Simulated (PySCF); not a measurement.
## Molecular orbitals of ZnBr

PBE0 at R = 2.301 Å; PySCF, scalar-relativistic core potentials, basis sets Zn cc-pVTZ-PP with ECP10, Br cc-pVTZ-PP with ECP10. State: ²Σ⁺ (doublet), unpaired electrons σ ↑. Only the outer orbitals are listed, counted within each symmetry, core potentials removing the inner ones.

```
spin  orbital  occ.  ε (eV)  on Zn (%)            main shells (%)
   α       8σ     1  -10.22         39           60 Br p, 35 Zn s
   α       5π     1   -8.14          4                    96 Br p
   α       5π     1   -8.14          4                    96 Br p
   α       9σ     1   -6.54         78  55 Zn s, 22 Zn p, 22 Br p
   α       6π     0   -1.00         97                    97 Zn p
   α       6π     0   -1.00         97                    97 Zn p
   β       8σ     1   -9.63         36           63 Br p, 29 Zn s
   β       5π     1   -8.05          4                    96 Br p
   β       5π     1   -8.05          4                    96 Br p
   β       9σ     0   -3.63         82  70 Zn s, 18 Br p, 11 Zn p
   β       6π     0   -0.30         97                    97 Zn p
   β       6π     0   -0.30         97                    97 Zn p
```

Task: Which are the highest filled and the lowest empty level, where do they sit, and how wide is the gap?

Result: Highest filled α 9σ at -6.54 eV (in %: 55 Zn s, 22 Zn p, 22 Br p); lowest empty β 9σ at -3.63 eV (in %: 70 Zn s, 18 Br p, 11 Zn p); the gap at PBE0 is 2.91 eV.

```json
{
  "bond order (Mayer)": "1.05",
  "⟨S²⟩": "0.753",
  "charge on Zn (Mulliken, basis-dependent)": "0.33",
  "charge on Zn (Löwdin, basis-dependent)": "0.17",
  "dipole moment (positive dipole means Zn(−)Br(+))": "-2.49 D",
  "polarisability along the bond": "68.8 bohr³",
  "polarisability across the bond": "42.2 bohr³"
}
```

Spin–orbit coupling is left out. The state was picked by a PBE0 search and need not be the measured ground state.
